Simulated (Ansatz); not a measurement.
The cluster Li₅H₈. Charge 0, multiplicity 2. Geometry r2SCAN-D4/def2-TZVP, that of the charge +1 singlet; atoms count from 1.

Cartesian coordinates in Å:
```
Li 2.090 -0.894 0.758
Li -1.023 -0.880 0.736
Li 0.448 -0.884 -1.208
Li -2.077 0.893 -0.784
Li 0.570 1.673 0.408
H 0.562 -1.657 0.508
H -3.676 2.125 -1.326
H -1.077 1.112 0.703
H 3.970 -1.169 1.632
H -1.310 -0.619 -1.110
H -3.710 1.611 -1.869
H 1.622 0.466 -0.332
H 3.612 -1.776 1.884
```

The structure comes from a short search, and lower isomers may exist.

Estimate the Mulliken populations from the PBE0/def2-TZVP orbitals of Ansatz.


```csv
atom,charge (e),spin (α − β)
Li1,0.25,0.25
Li2,0.41,0.17
Li3,0.42,0.17
Li4,0.25,0.25
Li5,0.53,0.28
H6,-0.50,-0.02
H7,0.02,0.00
H8,-0.47,-0.04
H9,0.02,0.00
H10,-0.50,-0.02
H11,0.02,0.00
H12,-0.47,-0.04
H13,0.03,0.00
```
Mulliken values and Mayer orders depend strongly on the basis.

Where does the spin sit?

Summed by element: Li 1.13, H -0.13, of 1 unpaired in all. Largest on single atoms: Li5 0.28, Li4 0.25, Li1 0.25.
